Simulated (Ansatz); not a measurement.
Ansatz results at the PBE0-D4/def2-TZVP geometry: size of the dipole moment (PBE/def2-TZVPP) 2.21 D; HOMO energy (ωB97M-V/def2-TZVPP) -9.31 eV; HOMO–LUMO gap (PBE0/def2-TZVPP) 7.57 eV.

Each molecule was computed in one conformer, which needn't be the lowest.

Q: Which molecule gave them?
A. `C[CH](S)[SbH2]`
B. `[CH3][GeH]([NH2])[SH]`
C. `N=C([SiH3])Cl`
D. `N[BH][Al]([Cl])[Cl]`

A: B. The others give `N[BH][Al]([Cl])[Cl]`: 3.65, -9.90, 5.88; `N=C([SiH3])Cl`: 0.27, -10.50, 7.07; `C[CH](S)[SbH2]`: 1.11, -8.73, 5.92.
